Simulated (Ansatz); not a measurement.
C$_{5}$H$_{9}$Cl (SMILES CCC1(Cl)CC1), singlet, geometry from GFN2-xTB; Ansatz (a quantum-chemistry and plane-wave program) with PBE/def2-SVPD.

Input for Ansatz:
Ansatz 0.2 input:
```yaml
crystal:
  periodic: [false, false, false]
  atoms:
    - {symbol: C, position_ang: [1.88694639, 0.20914069, -1.20847346]}
    - {symbol: C, position_ang: [0.93500325, -0.84649075, -0.65342446]}
    - {symbol: C, position_ang: [-0.29124479, -0.22808577, -0.02733678]}
    - {symbol: Cl, position_ang: [0.09687489, 0.70173197, 1.42894168]}
    - {symbol: C, position_ang: [-1.41020374, 0.29438622, -0.87115985]}
    - {symbol: C, position_ang: [-1.61101462, -0.93264493, -0.02626560]}
    - {symbol: H, position_ang: [1.38730242, 0.81101902, -1.96403264]}
    - {symbol: H, position_ang: [2.22552073, 0.86798563, -0.41313513]}
    - {symbol: H, position_ang: [2.75511959, -0.26546715, -1.65846000]}
    - {symbol: H, position_ang: [0.61004381, -1.50893900, -1.45884831]}
    - {symbol: H, position_ang: [1.45303188, -1.45227361, 0.09406664]}
    - {symbol: H, position_ang: [-1.32861906, 0.17698200, -1.94143679]}
    - {symbol: H, position_ang: [-1.90107817, 1.20548115, -0.56678778]}
    - {symbol: H, position_ang: [-1.67018554, -1.89460601, -0.51321120]}
    - {symbol: H, position_ang: [-2.23492752, -0.84745802, 0.84979750]}
basis:
  gaussian:
    orbitals: def2-SVPD
hamiltonian:
  xc: pbe
```

Question: Predict the main parts of the log of this Ansatz run.

Answer: 
```
Functional definition: PBE
1697 factors; their error is unknown
mean field evaluation 1: about -17819.9717 eV, gradient 7.5e1 eV
mean field evaluation 2: about -17791.3754 eV, gradient 1.3e2 eV
mean field evaluation 4: about -17833.9923 eV, gradient 1.2e1 eV
mean field evaluation 8: about -17834.2935 eV, gradient 1.8e-1 eV
mean field evaluation 16: about -17834.2008 eV, gradient 7.4e-4 eV
mean field -17834.20084740 eV, -655.3947926865 hartree, gradient 4.6e-5 eV, S^2 0.000000; 0 other end points of the search recorded, 0 dependent functions left out
reference -17834.20090058 eV, -655.3947946408 hartree; 28, 28 occupied and 171, 171 virtual orbitals, 1697 factors
Total energy: -17834.20090058 eV, -655.3947946408 hartree
```
